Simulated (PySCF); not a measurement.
Correlation energy of Lu (lutetium, neutral)

[Xe] 4f14 6s2 7s1, 2S determinant (an excited configuration). All numbers are calculated (PySCF 2.14, the spin-free X2C one-electron Hamiltonian (Gaussian nucleus), in x2c-TZVPPall with one added diffuse shell each of s, p, d type (12s8p8d2f2g, 108 functions)). Frozen: [Kr] 4d10; 25 electrons correlated.

MP2 pair energies summed by pair of shells (mhartree):

```csv
pair,energy,share (%)
4f-4f,-307.04,38.8
4f-5p,-227.17,28.7
5p-5p,-113.23,14.3
5p-6s,-38.88,4.9
4f-5s,-30.80,3.9
4f-6s,-21.64,2.7
6s-6s,-19.68,2.5
5s-5p,-17.97,2.3
6s-7s,-5.32,0.7
5s-5s,-5.14,0.6
5s-6s,-1.83,0.2
5p-7s,-1.82,0.2
4f-7s,-1.03,0.1
5s-7s,-0.08,0.0
```

Total MP2 correlation energy: -791.63 mhartree.

Same-spin part -298.74 and opposite-spin part -492.89 mhartree; SCS-MP2 scales them by 1/3 and 6/5 to -691.05 mhartree.
